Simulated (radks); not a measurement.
All-electron atom: F2+ in [He] 2s2 2p3.

Method: Dirac Kohn-Sham, Slater X-alpha with alpha = 0.828, spin-unpolarised, spherical densities, finite nucleus; open shells fill j = l - 1/2 first; Fermi nuclear charge, rms radius 2.8976 fm; computed with a radial shooting solver on a logarithmic mesh with Libxc functionals.

Energy parts (hartree):
part                  energy
total              -98.47395
kinetic             98.67183
electron-nucleus  -225.21116
Hartree             38.08881
exchange           -10.02344

Orbitals (lengths in bohr, moments of r in powers of bohr; r(90%) holds 90 % of the orbital's charge):
orbital  occ.  eigenvalue (hartree)  r(90%)     <r^4>    <r^2>
1s1/2       2             -26.44872   0.315  0.004528  0.04168
2s1/2       2              -2.57728    1.43     1.763   0.9823
2p1/2       2              -1.89257    1.46     1.996   0.9596
2p3/2       1              -1.88916    1.47     2.006   0.9624

The highest occupied level is 2p3/2 at -51.407 eV. The electron density at the nucleus is 471 e/bohr^3. The density falls to 0.001 e/bohr^3 at r = 2.43 bohr. For comparison, the ionisation energy in NIST's Atomic Spectra Database is 62.708 eV (semi-empirical). In exact Kohn-Sham theory the highest level is minus the ionisation energy, but local and semilocal functionals leave it too shallow, through self-interaction and a potential that decays too fast; potentials with the right tail come closer.

Beside tabulated values, note that spin-unpolarised runs miss the spin-polarisation part of the exchange energy of open shells.
